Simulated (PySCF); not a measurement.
H₄O₃SSn, SMILES [OH][Sn]([OH])([OH])[SH].

The structure is a stationary point at PBE0-D3(BJ)/def2-SVP. The structure was generated by enumeration; whether it is a known compound was not checked. The def2 effective core potentials stand for the cores of Sn; spin–orbit coupling is left out. One conformer was computed; it need not be the lowest.

All values below come from PBE0-D3(BJ)/def2-SVP (PySCF).

Frequencies are harmonic and unscaled.

Computed normal modes with their intensities:
```tsv
mode	ν (cm⁻¹)	IR (km/mol)	moving atoms (share of kinetic energy)
1	91	37.1	O 60 %, H 23 %, S 16 %
2	114	3.2	O 55 %, S 24 %, H 12 %, Sn 9 %
3	135	4.9	H 39 %, O 33 %, Sn 17 %, S 12 %
4	154	25.3	O 51 %, H 40 %
5	162	13.1	H 82 %, O 12 %
6	175	20.8	O 55 %, H 24 %, Sn 16 %
7	194	93.3	O 50 %, H 38 %, Sn 8 %
8	227	16.1	H 89 %, O 10 %
9	257	174.8	H 69 %, O 29 %
10	370	37.2	S 74 %, Sn 19 %
11	625	51.8	O 92 %
12	645	86.0	O 84 %, Sn 14 %
13	650	93.1	O 83 %, Sn 15 %
14	715	8.2	H 93 %
15	841	47.1	H 94 %
16	865	119.9	H 91 %
17	871	84.9	H 91 %, O 8 %
18	2707	4.1	H 97 %
19	3876	90.8	H 94 %
20	3879	101.2	H 94 %
21	3888	71.7	H 94 %
```
